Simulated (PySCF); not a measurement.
**Computed structure and properties of [Tm(P5)2]+**

System: [Tm(P5)2]+ (singlet in the valence; each metal's 4f electrons, 12 of them, lie in its core potential, out of spins and levels); start: template (D5d). Method: PySCF 2.14.0, RKS B3LYP, Tm lcecp-1-SVP with ECP58, P def2-SVP; non-relativistic Hamiltonian with scalar-relativistic core potentials where named; density fitting; no spin-orbit coupling.

Input of the relaxation:

```python
mol = gto.M(atom='''
Tm    -0.00000     0.00000    -0.00000
P     -0.00000     1.79998     2.20960
P     -1.71189     0.55622     2.20960
P     -1.05800    -1.45622     2.20960
P      1.05801    -1.45621     2.20960
P      1.71188     0.55623     2.20960
P      0.00000    -1.79998    -2.20960
P     -1.71188    -0.55623    -2.20960
P     -1.05801     1.45621    -2.20960
P      1.05800     1.45622    -2.20960
P      1.71189    -0.55622    -2.20960''',
    basis={'Tm': 'lcecp-1-SVP', 'P': 'def2-SVP'},
    ecp={'Tm': 'lcecp-1-SVP'},
    charge=1, spin=0)
mf = dft.RKS(mol, xc='B3LYP')
mf.grids.atom_grid = (50, 194)  # f atoms: unpruned, at least (60, 302)
mf = mf.density_fit()  # fitting sets: Tm AutoAux, P def2-universal-JKFIT
mf.conv_tol = 1e-08; mf.max_cycle = 55
mf.kernel(dm0)  # dm0: converged density of the start geometry
# quasi-Newton relaxation in Cartesian coordinates to a largest gradient under 0.00045 Eh/bohr, steps kept in the point group
```

Run from Python with OMP_NUM_THREADS=4; the lines above give its settings. Where DIIS fails, smearing, a level shift and second-order steps follow.
It took 2.1 min on 4 threads of Intel(R) Xeon(R) 6975P-C (Granite Rapids), on a shared host, from the converged density of the start.

Course of the relaxation:

```csv
step,energy above end (eV),largest force component within the symmetry (eV/Å)
0,0.5881,0.951
1,0.3218,0.422
2,0.1155,0.209
3,0.0465,0.213
4,0.0089,0.157
5,0.0006,0.047
6,0.0001,0.009
7,0.0000,0.001
```

Relaxed geometry (D5d):

```xyz
11

Tm    0.0000    0.0000    0.0000
P     0.0000    1.8308    2.4123
P    -1.7412    0.5657    2.4123
P    -1.0761   -1.4811    2.4123
P     1.0761   -1.4811    2.4123
P     1.7412    0.5657    2.4123
P     0.0000   -1.8308   -2.4123
P    -1.7412   -0.5657   -2.4123
P    -1.0761    1.4811   -2.4123
P     1.0761    1.4811   -2.4123
P     1.7412   -0.5657   -2.4123
```

```tsv
contact	Å
Tm1–P2 (P5)	3.028
Tm1–P7 (P5)	3.028
```

On the finer grid (75, 302):

| Item | Value |
| --- | --- |
| HOMO | -10.97 eV |
| LUMO | -8.32 eV |
| Dipole about the centre of mass | 0.00 D |
| Set of Mulliken populations of Tm1 outside the core potential | s 2.49, p 6.78, d 1.18, f 0.02 |
| D3(BJ) dispersion energy (not in the energies) | -2.142 eV |

```tsv
atom	Mulliken (e)	Löwdin (e)	spin (e)
Tm1	0.53	-0.59	0.00
P2	0.05	0.16	0.00
P3	0.05	0.16	0.00
P4	0.05	0.16	0.00
P5	0.05	0.16	0.00
P6	0.05	0.16	0.00
P7	0.05	0.16	0.00
P8	0.05	0.16	0.00
P9	0.05	0.16	0.00
P10	0.05	0.16	0.00
P11	0.05	0.16	0.00
```

The 4f levels lie in the core potential and are missing. Their spin isn't counted.

No frequency check is given for this geometry.

Taking off one P5 (charge -1, singlet; the rest: singlet) in vacuum, both parts rigid, costs 11.66 eV; the small basis without counterpoise inflates it. Most of it is the attraction of opposite charges; other ways to part are cheaper, and one spin state was tried for the rest.

Rigid scan of P5 along the line from its metal:

| distance to the ring centre (Å) | energy (eV) |
| --- | --- |
| 2.11 | 0.446 |
| 2.21 | 0.183 |
| 2.31 | 0.042 |
| 2.41 | 0.000 |
| 2.51 | 0.038 |
| 2.61 | 0.138 |
| 2.81 | 0.476 |
| 3.11 | 1.177 |
| 3.51 | 2.215 |
| 4.01 | 3.350 |

One start shape was tried, so this needn't be the lowest isomer.

An lcecp potential fixes the number of 4f electrons, so in runs with it no electron can move into or out of that shell.
